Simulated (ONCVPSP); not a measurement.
u(r) = r·R(r): atom against pseudo-atom (Rb (Z = 37))

Columns: radius, all-electron u(r) and pseudo u(r) of the 4p shell (level -15.96 eV) of rubidium in the configuration [Ar] 3d10 4s2 4p6 5s1; PBE, scalar-relativistic, ONCV scheme, ONCVPSP 4.0.1.

```
r (bohr)  all-electron  pseudo
   0.138        0.1726  0.0140
   0.275       -0.2854  0.0578
   0.413       -0.3918  0.1339
   0.550       -0.1926  0.2352
   0.688        0.1027  0.3534
   0.825        0.3744  0.4807
   0.963        0.5852  0.6112
   1.100        0.7264  0.7262
   1.238        0.8081  0.8061
   1.375        0.8409  0.8406
   1.513        0.8379  0.8378
   1.650        0.8100  0.8100
   1.788        0.7656  0.7656
   1.925        0.7122  0.7121
   2.062        0.6541  0.6541
   2.200        0.5946  0.5945
   2.338        0.5362  0.5362
   2.475        0.4810  0.4810
   2.613        0.4290  0.4290
   2.750        0.3815  0.3814
   2.888        0.3378  0.3377
   3.025        0.2985  0.2985
   3.162        0.2633  0.2632
   3.300        0.2315  0.2315
   3.438        0.2032  0.2032
   3.575        0.1783  0.1783
```

(1) How many radial nodes do the two functions have?

(2) At about which radius was the pseudo-wave matched?

(3) Where does each function peak?

(4) Is the pseudo-wave norm-conserving?

Answers

(1) The all-electron 4p function has n − l − 1 = 2; the pseudo-wave has 0, since the states of the same l below it are removed with the core.

(2) 1.50 bohr, where the columns begin to agree (steps of 0.14 bohr).

(3) Outermost all-electron maximum near 1.38 bohr, pseudo maximum near 1.38 bohr (to the table’s step).

(4) Yes: the ONCV scheme keeps the norm inside the radius equal to the all-electron one, which fixes the energy derivative of the logarithmic derivative at the level.
